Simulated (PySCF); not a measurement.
As2, SMILES [As]#[As] (connectivity only; charge and spin as stated), charge +1, multiplicity 2.

Geometry optimised at B3LYP-D3(BJ)/def2-TZVP. The spin state was assumed, not searched.

These are PySCF with PBE/def2-TZVPD values and carry that method's errors.

The molecule is in vacuum.

```yaml
total_energy: -4470.74699 hartree
point_group: D∞h
"α spin, highest occupied and lowest empty level": -13.03 and -10.68 eV
"β spin, highest occupied and lowest empty level": -12.82 and -12.65 eV
dipole_moment_about_the_centre_of_nuclear_charge: 0.00 D
"⟨S²⟩": 0.752 (pure state 0.75)
```
